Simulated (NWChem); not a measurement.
Species: C$_{2}$HF$_{3}$OSi; SMILES FC1=CO[Si]1(F)F

```xyz
8

F      1.0674     2.2535     0.0000
C      0.2187     1.2312     0.0000
C     -1.1419     1.1988     0.0000
O     -1.5700    -0.1420     0.0000
Si     0.0913    -0.6109     0.0000
F      0.5010    -1.4942    -1.2886
F      0.5010    -1.4942     1.2886
H     -1.9191     1.9795     0.0000
```
Atoms are numbered in this order, from 1.

Level: PBE-D3(BJ)/def2-SVP (NWChem), optimised geometry, unscaled harmonic frequencies. 

### Question
List the harmonic frequencies with IR intensities, and the thermochemistry.

### Answer
```tsv
frequency (cm⁻¹)	IR intensity (km/mol)
111	0.0
174	0.0
224	3.5
286	13.4
355	2.5
408	36.2
409	44.4
553	14.7
597	16.1
718	1.1
844	18.8
925	292.3
956	164.5
1043	106.2
1191	3.7
1248	119.4
1639	34.5
3145	3.2
```

```json
{
 "zero_point_energy": "21.2 kcal/mol",
 "thermal correction to the enthalpy at 298.15 K (with zero-point energy)": "26.0 kcal/mol",
 "heat capacity Cv": "22.9 cal/(mol K)",
 "entropy at 298.15 K and 1 atm (symmetry number 1)": "82.3 cal/(mol K)",
 "dipole_moment": "1.28 D"
}
```

Rigid rotor and harmonic oscillator.
